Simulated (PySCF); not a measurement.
Zn(F)(OH) (FHOZn), SMILES [OH][Zn][F]. Atoms are numbered in the order given.

```xyz
4

Zn     0.0034     0.0127     0.0000
F      0.0052     1.7570     0.0000
O     -0.1092    -1.7465     0.0000
H      0.7248    -2.2209     0.0000
```

Geometry: ωB97X-D3(BJ)/def2-TZVP. Other conformers were not sampled.

Level of theory: PBE0/def2-TZVPD in PySCF.

Symmetry labels are those of the subgroup Cs that the program uses (full group Cs).

List the valence orbital energies around the gap with their symmetry. (Estimate from the structure and the level; the computed values follow.)


```tsv
orbital	symmetry	energy (eV)
HOMO−7	A"	-15.35
HOMO−6	A'	-15.35
HOMO−5	A'	-12.86
HOMO−4	A'	-11.32
HOMO−3	A"	-10.54
HOMO−2	A'	-10.50
HOMO−1	A'	-9.65
HOMO	A"	-8.86
LUMO	A'	-1.59
LUMO+1	A'	-0.13
LUMO+2	A"	0.02
LUMO+3	A'	0.47
```
